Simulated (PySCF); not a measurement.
## Trend along group 13: MZn cations

PBE0 with double-zeta basis sets in PySCF, for the lowest determinant that a PBE0 search found; no spin–orbit coupling. De refers to high-spin ground-configuration atoms (the charge goes to the atom of lower measured ionisation energy or higher electron affinity, which is not always the lowest computed limit). A positive dipole points towards Zn; it is taken about the centre of mass and depends on that origin.

```
 M       basis  charged atom  state (unpaired electrons)  Re (Å)  ωe (cm⁻¹)  De (eV)  μ (D)
 B    def2-SVP            B+      singlet (closed shell)   2.351        338     2.26  -1.38
Al  6-31G(d,p)           Al+      singlet (closed shell)   2.762        172     0.99  -3.10
Tl    def2-SVP           Tl+      singlet (closed shell)   3.113       90.2      n/a   1.43
```

The shortest bond is that of ZnB⁺ (2.351 Å), the longest that of TlZn⁺ (3.113 Å).

The rows differ in basis set, which adds steps of its own.

Relativity is treated differently too: B no relativity; Al no relativity; Tl scalar-relativistic core potentials.

De is n/a where a free atom or ion gave no sound limit at this level.

Down a group bonds as a rule get longer and wavenumbers fall, partly through the reduced mass; this series shows no clear exception.

Closed-shell solutions of metal pairs were not tested for spin polarisation, which can lower them a little. Spin–orbit coupling is left out. For an ion De counts to the pair picked by the measured ionisation energies or electron affinities, which need not be the lowest pair at this level.
